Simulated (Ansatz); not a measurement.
## Molecular dynamics of C$_{3}$H$_{10}$O$_{2}$Si

The input (input.yaml):

```yaml
crystal:
  periodic: [false, false, false]
  atoms:
    - { symbol: Si, position_ang: [-0.111441, 0.095925, 0.034591] }
    - { symbol: C, position_ang: [0.08594, 0.413232, 1.92496] }
    - { symbol: H, position_ang: [-0.719937, 0.797095, 2.373614] }
    - { symbol: H, position_ang: [0.785467, -0.307772, 2.494881] }
    - { symbol: H, position_ang: [0.808135, 1.314476, 2.126856] }
    - { symbol: O, position_ang: [1.076423, -0.492814, -0.879597] }
    - { symbol: C, position_ang: [2.306558, -1.021514, -0.429714] }
    - { symbol: H, position_ang: [2.228599, -2.104331, -0.742594] }
    - { symbol: H, position_ang: [3.187559, -0.482075, -0.884559] }
    - { symbol: H, position_ang: [2.410128, -0.952296, 0.692926] }
    - { symbol: H, position_ang: [-1.030851, 1.014604, -0.388011] }
    - { symbol: O, position_ang: [-1.285815, -1.105483, -0.764209] }
    - { symbol: C, position_ang: [-1.401743, -2.487514, -0.342528] }
    - { symbol: H, position_ang: [-0.729322, -3.166932, -0.900683] }
    - { symbol: H, position_ang: [-1.283004, -2.623153, 0.840812] }
    - { symbol: H, position_ang: [-2.432907, -2.854002, -0.439468] }
basis:
  gaussian: { orbitals: STO-3G }
hamiltonian:
  xc: b3lyp
  dispersion: d4
md:
  timestep: 0.25
  n_steps: 150
  ensemble: nvt_nose_hoover
  temperature: 2000.0
  initial_velocities: maxwell_boltzmann
  seed: 20766
  nose_hoover: { tau: 50.0, chain_length: 3 }
```

Run as:

```bash
$ ansatz run input.yaml --threads 1 --pin off --max-ram 2048MiB --backend cpu --events-out ev --progress --plain --runs-dir out
```

It goes on from the last frame of an earlier run, with new velocities.

Output, in part (step lines, the closing report, with atoms numbered from 0):

```
md step     0: t =     0.00 fs  T =  2000.0 K  F+E_penalty+E_count = -15058.09601251 eV  E_kin = 3.619280 eV  conserved = -15054.47673254 eV  (23 SCF iters)
[... lines left out ...]
Total energy: -15056.98413275 eV, -553.3339608883 hartree
Atom 0 at    -0.169400     0.153772    -0.112925 Å, force    -2.528303    -0.344219     0.738387 eV/Å
Atom 1 at    -0.115551     0.148452     1.857769 Å, force     6.236877     1.091091    -0.847067 eV/Å
Atom 2 at    -1.055323     0.580704     2.233415 Å, force    -0.096552    -1.420253     0.721980 eV/Å
Atom 3 at     0.474148    -0.849350     2.108763 Å, force    -3.164190     1.536346     0.287338 eV/Å
Atom 4 at     0.769908     0.861752     2.293027 Å, force    -2.646347    -1.104293    -1.617253 eV/Å
Atom 5 at     1.000844    -0.799391    -0.893019 Å, force     1.148632     0.742433    -1.489299 eV/Å
Atom 6 at     2.363928    -1.203987    -0.477728 Å, force    -1.910330     3.908215     2.304030 eV/Å
Atom 7 at     2.926566    -0.959002    -1.376530 Å, force     1.321627    -0.825183    -0.351161 eV/Å
Atom 8 at     2.662094    -0.479588     0.359293 Å, force     0.490362    -0.896797    -0.899562 eV/Å
Atom 9 at     2.435569    -2.210328    -0.019772 Å, force     0.010533    -0.441446    -0.726149 eV/Å
Atom 10 at    -0.658002     1.393624    -0.697409 Å, force     0.982447     0.376839    -0.008848 eV/Å
Atom 11 at    -1.603620    -0.874042    -0.611369 Å, force     5.125485    -0.132086     1.005682 eV/Å
Atom 12 at    -0.795820    -2.099873    -0.071761 Å, force    -0.816496    -0.215445     2.299811 eV/Å
Atom 13 at     0.383303    -2.313551    -0.017643 Å, force    -3.300289     1.387532     0.269850 eV/Å
Atom 14 at    -1.291435    -2.145536     0.922878 Å, force     0.866158    -0.945385     0.289481 eV/Å
Atom 15 at    -1.066983    -2.951979    -0.588613 Å, force    -1.719614    -2.717348    -1.977220 eV/Å
Dipole moment:     0.515659     0.159443     0.275321 e Å
```

The steps, from the saved trajectory:

```json
{"time (fs)": "0", "T (K)": "2000", "potential energy less start (eV)": "0.000", "conserved less start (meV/atom)": "0.00"}
{"time (fs)": "1.25", "T (K)": "2154", "potential energy less start (eV)": "-0.281", "conserved less start (meV/atom)": "-0.14"}
{"time (fs)": "2.5", "T (K)": "2030", "potential energy less start (eV)": "-0.057", "conserved less start (meV/atom)": "-0.07"}
{"time (fs)": "3.75", "T (K)": "1761", "potential energy less start (eV)": "0.431", "conserved less start (meV/atom)": "0.02"}
{"time (fs)": "5", "T (K)": "1627", "potential energy less start (eV)": "0.674", "conserved less start (meV/atom)": "0.01"}
{"time (fs)": "6.25", "T (K)": "1624", "potential energy less start (eV)": "0.680", "conserved less start (meV/atom)": "-0.05"}
{"time (fs)": "7.5", "T (K)": "1576", "potential energy less start (eV)": "0.767", "conserved less start (meV/atom)": "-0.05"}
{"time (fs)": "8.75", "T (K)": "1529", "potential energy less start (eV)": "0.857", "conserved less start (meV/atom)": "0.06"}
{"time (fs)": "10", "T (K)": "1821", "potential energy less start (eV)": "0.331", "conserved less start (meV/atom)": "0.03"}
{"time (fs)": "11.25", "T (K)": "2315", "potential energy less start (eV)": "-0.563", "conserved less start (meV/atom)": "-0.22"}
{"time (fs)": "12.5", "T (K)": "2327", "potential energy less start (eV)": "-0.578", "conserved less start (meV/atom)": "-0.13"}
{"time (fs)": "13.75", "T (K)": "2048", "potential energy less start (eV)": "-0.068", "conserved less start (meV/atom)": "0.05"}
{"time (fs)": "15", "T (K)": "1977", "potential energy less start (eV)": "0.062", "conserved less start (meV/atom)": "0.01"}
{"time (fs)": "16.25", "T (K)": "2036", "potential energy less start (eV)": "-0.042", "conserved less start (meV/atom)": "-0.09"}
{"time (fs)": "17.5", "T (K)": "1919", "potential energy less start (eV)": "0.173", "conserved less start (meV/atom)": "-0.09"}
{"time (fs)": "18.75", "T (K)": "1670", "potential energy less start (eV)": "0.628", "conserved less start (meV/atom)": "0.04"}
{"time (fs)": "20", "T (K)": "1681", "potential energy less start (eV)": "0.610", "conserved less start (meV/atom)": "0.02"}
{"time (fs)": "21.25", "T (K)": "1867", "potential energy less start (eV)": "0.274", "conserved less start (meV/atom)": "-0.15"}
{"time (fs)": "22.5", "T (K)": "1772", "potential energy less start (eV)": "0.453", "conserved less start (meV/atom)": "-0.06"}
{"time (fs)": "23.75", "T (K)": "1592", "potential energy less start (eV)": "0.785", "conserved less start (meV/atom)": "0.03"}
{"time (fs)": "25", "T (K)": "1606", "potential energy less start (eV)": "0.764", "conserved less start (meV/atom)": "0.00"}
{"time (fs)": "26.25", "T (K)": "1740", "potential energy less start (eV)": "0.527", "conserved less start (meV/atom)": "-0.05"}
{"time (fs)": "27.5", "T (K)": "1837", "potential energy less start (eV)": "0.358", "conserved less start (meV/atom)": "-0.06"}
{"time (fs)": "28.75", "T (K)": "1897", "potential energy less start (eV)": "0.259", "conserved less start (meV/atom)": "-0.01"}
{"time (fs)": "30", "T (K)": "2072", "potential energy less start (eV)": "-0.051", "conserved less start (meV/atom)": "-0.07"}
{"time (fs)": "31.25", "T (K)": "2199", "potential energy less start (eV)": "-0.271", "conserved less start (meV/atom)": "-0.16"}
{"time (fs)": "32.5", "T (K)": "2028", "potential energy less start (eV)": "0.048", "conserved less start (meV/atom)": "-0.10"}
{"time (fs)": "33.75", "T (K)": "1712", "potential energy less start (eV)": "0.631", "conserved less start (meV/atom)": "0.01"}
{"time (fs)": "35", "T (K)": "1531", "potential energy less start (eV)": "0.965", "conserved less start (meV/atom)": "0.01"}
{"time (fs)": "36.25", "T (K)": "1495", "potential energy less start (eV)": "1.039", "conserved less start (meV/atom)": "-0.04"}
{"time (fs)": "37.5", "T (K)": "1459", "potential energy less start (eV)": "1.112", "conserved less start (meV/atom)": "-0.05"}
```

The run went to its last step. The conserved energy stayed within 0.23 meV per atom of its start (net change -0.049 meV per atom), so the integration is sound. The mean temperature of the second half is 12 % below the set value. A run of 0.037 ps of so small a system gives no equilibrium averages. Limits of this set-up: minimal basis.

The same pairs are bonded in the first frame and the last. Pairs count as bonded within 1.25 times the sum of covalent radii (0.12 Å more for H–H).

Last frame:

```xyz
16
Properties=species:S:1:pos:R:3
Si -0.169 0.154 -0.113
C -0.116 0.148 1.858
H -1.055 0.581 2.233
H 0.474 -0.849 2.109
H 0.770 0.862 2.293
O 1.001 -0.799 -0.893
C 2.364 -1.204 -0.478
H 2.927 -0.959 -1.377
H 2.662 -0.480 0.359
H 2.436 -2.210 -0.020
H -0.658 1.394 -0.697
O -1.604 -0.874 -0.611
C -0.796 -2.100 -0.072
H 0.383 -2.314 -0.018
H -1.291 -2.146 0.923
H -1.067 -2.952 -0.589
```

Run time: 9 min on 1 thread of Intel(R) Xeon(R) CPU @ 2.60GHz (Ice Lake) (shared host), peak memory 0.14 GiB.
